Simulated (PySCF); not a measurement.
C3H6BFO2, SMILES OB(O)C1(F)CC1. Coordinates come from a PBE-D3(BJ)/def2-SVP optimisation. This is a generated structure with no PubChem entry under its InChIKey; it may be hypothetical. The values are those of a single conformer.

Computed equilibrium geometry at PBE-D3(BJ)/def2-SVP (PySCF confirms it by a frequency run) as bond lengths and angles, and its point group (one conformer of several):
point group Cs.
Atoms: O1 B2 O3 C4 F5 C6 C7 H8 H9 H10 H11 H12 H13. Bond lengths (Å): O1–B2 1.368, O1–H8 0.975, B2–O3 1.370, B2–C4 1.572, O3–H9 0.978, C4–F5 1.403, C4–C6 1.512, C4–C7 1.512, C6–C7 1.507, C6–H10 1.101, C6–H11 1.101, C7–H12 1.101, C7–H13 1.101. Angles (°): B2–O1–H8 111.0, O1–B2–O3 121.0, O1–B2–C4 119.4, O3–B2–C4 119.6, B2–O3–H9 108.7, B2–C4–F5 111.4, B2–C4–C6 123.2, B2–C4–C7 123.2, F5–C4–C6 115.3, F5–C4–C7 115.3, C6–C4–C7 59.8, C4–C6–C7 60.1, C4–C6–H10 115.4, C4–C6–H11 117.8, C7–C6–H10 117.1, C7–C6–H11 119.6, H10–C6–H11 115.5, C4–C7–C6 60.1, C4–C7–H12 115.4, C4–C7–H13 117.8, C6–C7–H12 117.1, C6–C7–H13 119.6, H12–C7–H13 115.5.
Charge 0, spin multiplicity 1.
